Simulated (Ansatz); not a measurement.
Ga₉N₁₀H₂₆⁺, a nanocrystal cut from wurtzite GaN (hydrogen-capped), relaxed as a singlet with RKS r2SCAN-D4/def2-SVP in Ansatz, starting from the GFN2-xTB geometry. Force threshold 0.03 eV/Å.

Single mean-field runs in def2-SVP are fitted with def2-universal-jkfit.

Start:

Cartesian coordinates in Å:
```
N -0.929 3.186 -0.651
Ga -2.249 3.008 0.984
N 1.048 1.694 -2.662
Ga 3.015 1.340 -2.208
Ga -0.188 1.449 -1.128
N 0.816 0.803 0.382
N -2.172 1.068 1.459
Ga -0.359 0.641 2.042
N 2.840 -0.617 -1.619
Ga 1.618 -0.886 -0.078
N 2.675 -1.480 1.448
N -0.376 -1.255 2.504
Ga 1.447 -1.774 3.136
N -1.582 0.218 -1.548
Ga -2.881 0.058 -0.043
Ga -0.823 -1.568 -2.073
N 0.254 -2.155 -0.481
N -2.743 -1.866 0.565
Ga -0.901 -2.502 1.108
H -0.213 3.873 -0.392
H -1.466 3.623 -1.408
H -1.544 3.815 2.099
H -3.636 3.280 0.343
H 0.978 2.629 -3.076
H 0.805 1.051 -3.425
H 3.401 2.197 -0.971
H 3.764 1.314 -3.551
H 1.552 1.480 0.621
H -2.812 0.952 2.255
H 0.277 1.593 3.067
H 3.780 -0.985 -1.442
H 2.505 -1.139 -2.438
H 3.408 -0.814 1.716
H 3.159 -2.369 1.286
H -0.999 -1.396 3.310
H 1.947 -0.700 4.130
H 1.461 -3.316 3.313
H -2.125 0.543 -2.358
H -4.291 0.412 -0.520
H 0.218 -1.280 -3.229
H -1.990 -2.565 -2.283
H 0.664 -3.062 -0.737
H -3.419 -2.052 1.315
H -3.048 -2.455 -0.221
H -0.886 -3.991 1.458
```

```tsv
step	energy (eV)	largest force component (eV/Å)	SCF passes
1	-486657.7328	0.731	19
2	-486657.9779	0.396	20
3	-486657.9825	0.257	19
4	-486658.0338	0.143	19
5	-486658.0366	0.014	21
```

Force components are those of the run's own axes.

End:

```
atom    x (Å)    y (Å)    z (Å)
  N1  -0.9233   3.1988  -0.6225
 Ga2  -2.2806   3.0852   0.9464
  N3   1.0324   1.6527  -2.6458
 Ga4   2.9917   1.3170  -2.2139
 Ga5  -0.2025   1.4684  -1.1224
  N6   0.7884   0.7820   0.3840
  N7  -2.1233   1.1194   1.3624
 Ga8  -0.3414   0.6548   2.0422
  N9   2.7892  -0.6191  -1.6233
Ga10   1.6269  -0.8985  -0.0579
 N11   2.6776  -1.4612   1.4728
 N12  -0.2785  -1.2671   2.4361
Ga13   1.5180  -1.8281   3.1573
 N14  -1.5704   0.1895  -1.5134
Ga15  -2.9056   0.0458  -0.0618
Ga16  -0.8021  -1.5691  -2.1103
 N17   0.2196  -2.1263  -0.4718
 N18  -2.7107  -1.8445   0.5578
Ga19  -0.9131  -2.5316   1.0976
 H20  -0.1889   3.8568  -0.3447
 H21  -1.4145   3.6569  -1.3959
 H22  -1.6238   3.9097   2.0948
 H23  -3.6566   3.3373   0.2512
 H24   0.9688   2.5834  -3.0703
 H25   0.7551   1.0021  -3.3909
 H26   3.2795   2.1293  -0.9040
 H27   3.8004   1.3448  -3.5413
 H28   1.5339   1.4550   0.5991
 H29  -2.7538   1.0399   2.1720
 H30   0.2008   1.5803   3.1675
 H31   3.7315  -0.9886  -1.4617
 H32   2.4262  -1.1579  -2.4190
 H33   3.3833  -0.7656   1.7330
 H34   3.2036  -2.3213   1.2918
 H35  -0.8716  -1.3953   3.2674
 H36   2.0035  -0.7803   4.2043
 H37   1.5405  -3.3854   3.2782
 H38  -2.1017   0.5078  -2.3333
 H39  -4.3634   0.3501  -0.5065
 H40   0.2883  -1.2212  -3.2112
 H41  -1.9595  -2.5851  -2.3804
 H42   0.6312  -3.0278  -0.7432
 H43  -3.3581  -1.9933   1.3397
 H44  -3.0778  -2.4595  -0.1785
 H45  -0.9695  -4.0399   1.4684
```

By distances, no bond broke or formed. The bond that changes most is N1–Ga2, from 2.11 to 2.08 Å (atoms count from 1).

No frequencies were taken in this run, so the end may be a saddle point.

Run time 43 s (5 threads of AMD EPYC 7R13 on a shared host and a share (37 GiB) of an NVIDIA H100 80GB HBM3).
